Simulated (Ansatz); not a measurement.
Geometry optimisation, Ansatz, RKS PBE0/def2-SVP.

The input (input.yaml):

```yaml
crystal:
  periodic: [false, false, false]
  atoms:
    - { symbol: Hf, position_ang: [-0.133752, 0.037822, -0.094563] }
    - { symbol: O, position_ang: [-0.694161, -0.317607, 1.796362] }
    - { symbol: Si, position_ang: [-1.331731, -0.307444, 3.342684] }
    - { symbol: H, position_ang: [-2.663028, -0.982107, 3.336854] }
    - { symbol: H, position_ang: [-0.400893, -1.046174, 4.243574] }
    - { symbol: H, position_ang: [-1.471669, 1.101505, 3.819972] }
    - { symbol: Cl, position_ang: [2.119124, 0.669358, -0.25581] }
    - { symbol: Cl, position_ang: [-1.408445, 1.846756, -0.837156] }
    - { symbol: Cl, position_ang: [-0.622021, -1.776767, -1.50042] }
    - { symbol: H, position_ang: [1.332012, -2.288944, 1.224274] }
    - { symbol: H, position_ang: [0.840764, -1.903599, 1.577929] }
basis:
  gaussian: { orbitals: def2-SVP }
hamiltonian:
  xc: pbe0
relax:
  f_tol: 0.03
  max_steps: 50
```

Launched with:

```bash
$ ansatz run input.yaml --threads 4 --pin off --max-ram 5120MiB --backend cpu --events-out ev --progress --plain --runs-dir out
```

Task: Where does it end, and by what steps?

Result: It converged. The force dipped under the threshold on the way, but the program's further checks kept it going. After 27 steps the energy has fallen by 0.218 eV; H11 moved furthest, 0.93 Å.

```tsv
step	energy less start (eV)	largest force component (eV/Å)	accepted
0	0.0000	1.772	yes
1	-0.1672	0.277	yes
2	-0.1906	0.249	yes
3	-0.2020	0.145	yes
4	-0.2059	0.052	yes
5	-0.2072	0.059	yes
6	-0.2084	0.062	yes
7	-0.2092	0.117	yes
8	-0.2101	0.115	yes
9	-0.2112	0.082	yes
10	-0.2114	0.063	yes
11	-0.2121	0.047	yes
12	-0.2124	0.110	yes
13	-0.2129	0.139	yes
14	-0.2138	0.076	yes
15	-0.2141	0.093	yes
16	-0.1672	1.293	no
17	-0.2154	0.140	yes
18	-0.2170	0.016	yes
19	-0.1809	0.964	no
20	-0.2172	0.028	yes
21	-0.2174	0.088	yes
22	-0.2175	0.058	yes
23	-0.2178	0.004	yes
24	-0.2175	0.130	no
25	-0.2180	0.036	yes
26	-0.2180	0.032	yes
27	-0.2181	0.019	yes
```

```xyz
11
Properties=species:S:1:pos:R:3
Hf -0.278 0.241 -0.097
O -0.869 0.005 1.699
Si -1.372 -0.223 3.286
H -2.690 -0.915 3.274
H -0.358 -1.056 3.992
H -1.493 1.108 3.943
Cl 1.989 0.844 -0.075
Cl -1.547 1.967 -1.047
Cl -0.629 -1.752 -1.288
H 1.208 -2.785 1.220
H 1.605 -2.402 1.746
```

Run time: 86 s on 4 threads of Arm Neoverse V2, with other jobs on the host, peak memory 0.42 GiB.
